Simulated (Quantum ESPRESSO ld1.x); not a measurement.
Results of a calculation; reference values are marked as such.
Question: The mean radii <r> (bohr) of the occupied orbitals of an atom or ion are listed with their occupations. Code: ld1.x of Quantum ESPRESSO 7.5. Model: Dirac Kohn-Sham, relativistic LDA (MacDonald-Vosko exchange, VWN5 correlation), spin-unpolarised, spherical densities, point nucleus.

orbital  occ.      <r>
1s1/2       2  0.02408
2s1/2       2  0.09746

Name the element and its charge. Open shells, if any, are shared by 2j + 1.

Answer: Z = 59, praseodymium, charge +55: Pr55+ in [He] 2s2. The 1s radius gives Z: for a bare nucleus <r> = (2 gamma + 1)/(2Z) with gamma = sqrt(1 - (Z/c)^2), 0.02377 bohr for Z = 59, and screening makes it slightly larger (0.02408 here). The occupations add up to 4, and the charge is Z minus that.
